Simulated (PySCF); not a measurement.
Excitation energy of Al by level of theory

Al [Ne] 3s2 3p1 (2P) → Al [Ne] 3s1 3p2, s spin flipped, as a difference of total energies. Calculation: PySCF 2.14, in x2c-QZVPPall (9s6p4d2f1g, 70 functions); the spin-free X2C one-electron Hamiltonian (Gaussian nucleus). Correlated levels: valence: [Ne] frozen. The calculations carry no spin-orbit coupling.

```tsv
method	excitation energy (eV)
UHF	5.941
MP2 (valence)	5.556
SCS-MP2 (valence)	5.548
```

Task: How much does correlation contribute at MP2 (valence)?

Result: 5.556 − (5.941) = -0.385 eV, measured against UHF.

The upper determinant mixes two multiplicities, so it lies between the two terms.

The coupled-cluster amplitudes are large for the upper state (T1 above 0.03 or a double amplitude above 0.15), so a single reference is strained.
